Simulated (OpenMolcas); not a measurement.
P+: effect of the active space

```json
{"Program": "OpenMolcas", "Method": "SS-CASPT2, IPEA 0.25 Eh, imaginary shift 0.1 Eh", "Basis": "ANO-L-VTZP", "Scalar Hamiltonian": "non-relativistic, point nucleus", "Spin-orbit coupling": "state interaction with AMFI integrals over the reference wave functions, term energies averaged over their components"}
```

A. 2 electrons in 3 orbitals (3p); 2S+1 = 3 even, 3 roots; 2S+1 = 1 even, 6 roots; closed shells correlated: 2s 2p 3s; CASPT2 step roughly 1.1 core-seconds
B. 4 electrons in 4 orbitals (3s 3p); 2S+1 = 3 even, 3 roots; 2S+1 = 1 even, 6 roots; 2S+1 = 5 odd, 1 root; 2S+1 = 3 odd, 9 roots; 2S+1 = 1 odd, 8 roots; closed shells correlated: 2s 2p; CASPT2 step of the order of 4 core-seconds

Energies in cm-1 above 3s2 3p2 3P0, the measured ground level; measured values from NIST Handbook of Basic Atomic Spectroscopic Data.

| Level | A | B | Measured |
| --- | --- | --- | --- |
| 3s2 3p2 3P0 | 0.0 | 0.0 | 0.0 |
| 3s2 3p2 3P1 | 147 | 145 | 165 |
| 3s2 3p2 3P2 | 422 | 414 | 469 |
| 3s2 3p2 1D2 | 9000 | 8590 | 8882 |
| 3s2 3p2 1S0 | 22090 | 20170 | 21576 |

Deviations, from unrounded energies. A percentage is the sum of absolute deviations over the sum of measured energies, with the sign that they share, or ± where signs differ.

| Against measurement | Levels | A | B |
| --- | --- | --- | --- |
| mean absolute deviation (cm-1) | 4 | 180 | 440 |
| fine structure of the ground term (%) | 2 | -10.4 | -11.9 |
| other terms of the ground configuration (%) | 2 | +2.1 | -5.6 |

A lies closest to measurement on these levels. The largest miss of A in the table is 3s2 3p2 1S0, by +520 cm-1. The ranking rests on the paired levels alone, and a cruder setting can come out closer through cancelling errors.

Between A and B the level of the table that moves most is 3s2 3p2 1S0, by 1900 cm-1 (lowest in B, highest in A). Moves below CASPT2's spread within the term are not significant.

CASPT2 breaks the degeneracy within a term, and the mean is taken; among the terms shown or strongly mixed into the levels shown the widest spread is 230 cm-1 (3s2 3p2 1D, A). Over all roots computed the reference weight is 0.85 to 0.99 in B; the roots of lowest weight are the least certain, and an intruder state may touch them. With the s shell closed, the reference lacks s² → p² mixing (holds for A). Measured partners are found by configuration, term and J. A level has none where our copy of the source lacks it or the pairing is in doubt (some pairs that miss far off the trend of their configuration count as doubtful), and it then counts in no deviation. Levels of configurations outside the active space are missing. The table leaves out levels that lie high or whose names do not pair safely across all columns.
